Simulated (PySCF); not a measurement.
# Working out the ionisation energy of As⁺

As⁺ [Ar] 3d10 4s2 4p2 (3P) → As²⁺ [Ar] 3d10 4s2 4p1 (2P). Calculation: PySCF 2.14, in aug-cc-pVTZ-DK (7s6p4d2f, 59 functions); scalar relativity by spin-free X2C-1e. Frozen: [Ar] 3d10. Energies in hartree (1 hartree = 27.21139 eV):

```tsv
part	As⁺ (lower)	As²⁺ (upper)
UHF	-2258.668528	-2258.007828
MP2 opposite-spin	-0.044882	-0.037464
MP2 same-spin	-0.009008	-0.002640
```

Question: What does Hartree-Fock give?

Answer: (-2258.007828) − (-2258.668528) = 0.660700 hartree = 17.979 eV.

Question: What do MP2 and SCS-MP2 (6/5 opposite-spin, 1/3 same-spin) give?

Answer: The opposite-spin parts differ by 0.202 eV and the same-spin parts by 0.173 eV. MP2: 17.979 + (0.202) + (0.173) = 18.354 eV. SCS-MP2: 17.979 + 1.2 × (0.202) + (0.173)/3 = 18.279 eV.

A first-order spin-orbit estimate adds -0.034 eV to MP2 (valence), giving 18.320 eV against 18.589 eV (measured; NIST Atomic Spectra Database, ionization energies).

What remains against the reference includes basis incompleteness, the frozen core and correlation beyond second order.
